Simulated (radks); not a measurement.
Values are calculated unless marked as measured or tabulated.
Species: neutral praseodymium. Configuration: [Xe] 4f3 6s2. Level of theory: scalar-relativistic Kohn-Sham, HCTH/407, spin-polarised, spherical densities, point nucleus; open shells are filled with parallel spins first (spin-orbit coupling, left out, can overturn this in heavy ions) (a radial shooting solver on a logarithmic mesh with Libxc functionals).

Radial electron density D(r) = 4 pi r^2 rho(r):

| r (bohr) | D(r) (e/bohr) | spin D(r) |
|---|---|---|
| 0.0009876 | 2.903 | 0.0000149 |
| 0.001349 | 4.885 | 0.0000250 |
| 0.001843 | 8.090 | 0.0000412 |
| 0.002518 | 13.11 | 0.0000663 |
| 0.00344 | 20.65 | 0.000103 |
| 0.0047 | 31.24 | 0.000153 |
| 0.006421 | 44.77 | 0.000212 |
| 0.008772 | 59.68 | 0.000268 |
| 0.01198 | 72.30 | 0.000295 |
| 0.01637 | 77.81 | 0.000272 |
| 0.02237 | 74.34 | 0.000215 |
| 0.03056 | 68.60 | 0.000191 |
| 0.04174 | 74.04 | 0.000105 |
| 0.05657 | 92.40 | -0.000882 |
| 0.07729 | 102.3 | -0.00431 |
| 0.1056 | 86.41 | -0.00646 |
| 0.1442 | 75.75 | 0.0200 |
| 0.1971 | 88.06 | 0.155 |
| 0.2692 | 72.68 | 0.546 |
| 0.3678 | 37.12 | 1.32 |
| 0.5025 | 36.54 | 2.24 |
| 0.6865 | 34.92 | 2.66 |
| 0.9378 | 17.39 | 2.32 |
| 1.281 | 9.729 | 1.52 |
| 1.75 | 6.340 | 0.675 |
| 2.372 | 2.537 | 0.214 |
| 3.241 | 0.9001 | 0.0669 |
| 4.427 | 0.5559 | 0.0116 |
| 6.048 | 0.2426 | -0.00588 |
| 8.263 | 0.05881 | -0.00206 |
| 11.29 | 0.004034 | -0.000362 |

D(r) has 4 maxima, at r = 0.0168, 0.0743, 0.208, 0.580 bohr, and minima at 0.0323, 0.137, 0.421 bohr, inside which lie 1.96, 11.14, 29.04 electrons.
